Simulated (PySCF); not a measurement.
Cl₄H₂Si₂, SMILES Cl[SiH2][Si](Cl)(Cl)Cl.

Geometry optimised at ωB97X-D3(BJ)/def2-SVP. The values are those of a single conformer.

All values below come from PBE/def2-TZVP (PySCF).

```
Quantity                                                                                                        Result
---------------------------------------------------------------------------------------------  -----------------------
total energy                                                                                       -2420.22404 hartree
point group                                                                                                         Cs
highest occupied level                                                                                        -7.28 eV
lowest empty level                                                                                            -2.01 eV
orbital gap                                                                                                    5.27 eV
dipole moment                                                                                                0.252 e·Å
quadrupole, principal values (traceless, Buckingham form, about the centre of nuclear charge)    -3.90, 0.34, 3.56 D·Å
mean static polarisability                                                                      100.5 bohr³ (14.90 Å³)
polarisability, principal values                                                               92.6, 97.4, 111.6 bohr³
```
